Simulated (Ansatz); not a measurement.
Basis-set series for BFH$_{5}$NOSi (`BN[SiH](O)F`). Total charge 0; spin multiplicity 1. The geometry is a stationary point of PBE0-D4/def2-TZVP. It is one conformer, not always the lowest.

```tsv
functional	basis	functions	energy (Eh)	HOMO (eV)	LUMO (eV)
PBE0-D4	def2-SVP	99	-546.64925	-9.02	-0.12
PBE0-D4	def2-QZVPP	448	-547.10534	-9.15	-0.42
ωB97M-V	def2-SVP	99	-546.93704	-11.31	1.97
ωB97M-V	def2-QZVPP	448	-547.40014	-11.49	1.29
```

Give the rows for def2-TZVPP. (Best estimate.)

Computed: 
| functional | basis | functions | energy (Eh) | HOMO (eV) | LUMO (eV) |
| --- | --- | --- | --- | --- | --- |
| PBE0-D4 | def2-TZVPP | 236 | -547.07960 | -9.13 | -0.36 |
| ωB97M-V | def2-TZVPP | 236 | -547.37619 | -11.47 | 1.52 |

Positive LUMOs are unbound and depend on the basis.
